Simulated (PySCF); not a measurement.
Compound: C7H11BO2.
SMILES with atom numbers: `[CH2:1]=[CH:2]/[CH:3]=[CH:4]\[B:5]1[O:6][CH2:7][CH2:8][CH2:9][O:10]1`

Structure used (PBE0-D3(BJ)/def2-SVP), in Å, numbered top down from 1:
```xyz
21
C7H11BO2 angstrom
C      3.8886    1.0623   -0.1996
C      2.6444    0.5796   -0.0600
C      2.3546   -0.8435    0.0011
C      1.1382   -1.4156    0.1453
B     -0.2510   -0.7250    0.2844
O     -0.3862    0.6375    0.2548
C     -1.6549    1.2400    0.3790
C     -2.7528    0.3250   -0.1265
C     -2.6351   -1.0266    0.5512
O     -1.3324   -1.5487    0.4349
H      4.0873    2.1360   -0.2420
H      4.7522    0.3931   -0.2762
H      1.7927    1.2610    0.0154
H      3.2352   -1.4959   -0.0798
H      1.1162   -2.5114    0.1732
H     -1.6348    2.1863   -0.1841
H     -1.8298    1.4971    1.4401
H     -3.7424    0.7681    0.0661
H     -2.6551    0.2007   -1.2184
H     -2.8948   -0.9407    1.6227
H     -3.3322   -1.7551    0.1079
```

Probes without a nucleus sit at each ring's centroid and 1 Å off its mean plane on both sides; NICS is minus the shielding there, NICSzz its component along the normal. Level: GIAO B3LYP/pcSseg-1 (PySCF, non-relativistic, gas phase) on the PBE0-D3(BJ)/def2-SVP geometry, one conformer.

Ring bond lengths (Å): B5–O6 1.369, O6–C7 1.410, C7–C8 1.516, C8–C9 1.516, C9–O10 1.408, O10–B5 1.368.

Question: What do the NICS probes read (ppm)?

Answer: 
| ring | type | NICS(0) | NICS(1), two faces | NICS(1)zz, two faces | rms pucker (Å) | centre to ring atoms, mean (Å) |
| --- | --- | --- | --- | --- | --- | --- |
| B5–O6–C7–C8–C9–O10 | 6-membered ring with B and 2 O; formal bonds all single | -1.0 | -2.0 / -0.2 | 1.6 / 1.9 | 0.19 | 1.40 |

Question: What can be read from them?

Answer: 
- B5–O6–C7–C8–C9–O10: mean NICS(1)zz 1.7 ppm, near zero. C7, C8, C9 have four or more neighbours, and the NICS criterion for π rings isn't applied.

Question: What is the mean of the two in-plane components of NICS at the second NICS(1) probe listed for ring B5–O6–C7–C8–C9–O10, 1 Å off the ring?

Answer: The isotropic value is a third of the trace: (3 × -0.2 − (1.9))/2 = -1.2 ppm.

Question: How do the values depend on the level or the medium?

Answer: 
```csv
level,"NICS(0), B5–O6–C7–C8–C9–O10","mean NICS(1)zz, B5–O6–C7–C8–C9–O10"
"B3LYP/pcSseg-1, gas",-1.0,1.7
"PBE0/pcSseg-1, gas",-1.2,1.6
"PBE0/pcSseg-1, IEF-PCM acetone",-1.1,1.6
"PBE0/pcSseg-1, IEF-PCM benzene",-1.2,1.6
```

The geometry is the same throughout; the continuum's cavity takes Bondi-type radii × 1.2.
